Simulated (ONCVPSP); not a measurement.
# Before and after: ONCV potential for lanthanum

La (Z = 57), optimised norm-conserving Vanderbilt (ONCV), made with ONCVPSP 4.0.1 (PBE, scalar-relativistic). Core [Kr] 4d10, reference 5s2 5p6 5d1.5 6s1.5. Waves: 5s+6s: rc 2.45 bohr, ncon 4, nbas 7, qcut 6.1 1/bohr, 2 projectors; 5p: rc 2.10 bohr, ncon 4, nbas 9, qcut 3.6 1/bohr, 3 projectors, debl 1 Ha; 5d: rc 3.00 bohr, ncon 4, nbas 9, qcut 6.1 1/bohr, 2 projectors, debl 1.6 Ha; f scattering state at 0.03 Ha: rc 3.30 bohr, ncon 4, nbas 8, qcut 3.5 1/bohr, 1 projector. Local part: polynomial inside 1.40 bohr (lpopt 1, dvloc0 2 Ha). Core correction: Teter function, fcfact 2.5, rcfact 1.75.

In the f channel the program set the typed energies aside and used -0.129 Ha.

Change: core correction Teter function, fcfact 1.6, rcfact 1.75.

Cutoffs: the cutoffs (Ha) at which the residual kinetic energy of the hardest occupied pseudo-wave falls to 1 and 0.1 mHa per electron; they do not see the model core or the augmentation charge, which bear on the density cutoff. Errors are all-electron minus pseudo energies relative to the spin-unpolarised reference configuration.

**Question.** How do hardness, ghosts and transferability respond?

**Answer.** The potential gets neither clearly harder nor softer (13 Ha and 57 Ha → 13 Ha and 57 Ha); of the 4 tests that both files solve, the error grows in 0 and shrinks in 3 by more than 15 % and 0.3 meV (median size 2.7 → 2.1 meV); neither file shows a bound ghost. A model core, the more so a compact one, raises the density cutoff, which this test does not measure.

```tsv
quantity	base	changed
cutoff, loose	13 Ha	13 Ha
cutoff, tight	57 Ha	57 Ha
bound ghosts	none	none
GHOST(+) flags under 300 eV	s at 89.5 eV	s at 89.5 eV
error for 5s2 5p6 5d1 6s2, meV [ΔE -0.35 eV]	-1.7	-1.2
error for 5s2 5p6 5d1 6s1, meV [ΔE 5.62 eV]	-2.2	-1.5
error for 5s2 5p6 5d1 6s0, meV [ΔE 16.51 eV]	-17	-11
error for 5s2 5p6 5d2 6s1, meV [ΔE 0.45 eV]	-3.2	-2.8
s: phases at 2.49 bohr within 0.05 rad from the reference energy up to (Ha; the scan ends near 5)	3.0	3.0
p: phases at 2.13 bohr within 0.05 rad from the reference energy up to (Ha; the scan ends near 5)	to the end of the scan	to the end of the scan
d: phases at 3.05 bohr within 0.05 rad from the reference energy up to (Ha; the scan ends near 5)	4.0	4.0
f: phases at 3.36 bohr within 0.05 rad from the reference energy up to (Ha; the scan ends near 5)	-0.0	-0.0
rms error of d²Exc/dni dnj with the model core, mHa	2.05	1.06
```
